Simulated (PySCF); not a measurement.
Bonds: Si1-C2, Si1-C7, Si1-C12, Si1-N17, C2-C3, C7-C8, C12-C13, N17-C18, N17-C20, C18-C19, C20-C21. C2 carries H4; C3 carries H5, H6; C7 carries H9; C8 carries H10, H11; C12 carries H14; C13 carries H15, H16; C18 carries H22, H23; C19 carries H24, H25, H26; C20 carries H27, H28; C21 carries H29, H30, H31.

How the numbers were obtained: PBE0-D3(BJ)/def2-SVP geometry, NMR shieldings at B3LYP/pcSseg-1/GIAO, in PySCF 2.14 (non-relativistic, gas phase, one computed conformer, rapidly exchanging positions averaged).

Scale: TMS for ¹³C and ¹H and ²⁹Si; ¹⁵N against NH3 (reference shieldings calculated alike).

```
                  atoms  nucleus  count  δ (ppm)
              H4/H9/H14       ¹H      3     6.29
                C18/C20      ¹³C      2     41.6
              C2/C7/C12      ¹³C      3        ?
              C3/C8/C13      ¹³C      3        ?
                    N17      ¹⁵N      1     48.8
        H22/H23/H27/H28       ¹H      4     2.76
H24/H25/H26/H29/H30/H31       ¹H      6     0.98
                C19/C21      ¹³C      2     16.7
  H5/H6/H10/H11/H15/H16       ¹H      6     6.17
                    Si1     ²⁹Si      1        ?
```

Task: Complete the table.

Result: 
- C2/C7/C12: 145.6 ppm, carbon bonded to C, Si, H
- C3/C8/C13: 143.6 ppm, carbon bonded to C, 2 H
- Si1: -21.6 ppm, silicon bonded to 3 C, N

Shifts are as computed. Against solution values, carbons near 30 ppm lie about +2 ppm off and those near 130 ppm about +6 ppm (rms about the fit 1.1 ppm; single classes can miss by 10 ppm). Of 1328 compounds with measured shifts, 309 miss one by over three times the rms of a fit or turn the order of signals round; such compounds aren't used in these exercises. Signals without a measured value on file couldn't be tested in this way. Experimental scales use liquid or dissolved standards, which lie at an offset from isolated NH3 (liquid NH3: subtract about 20 ppm).
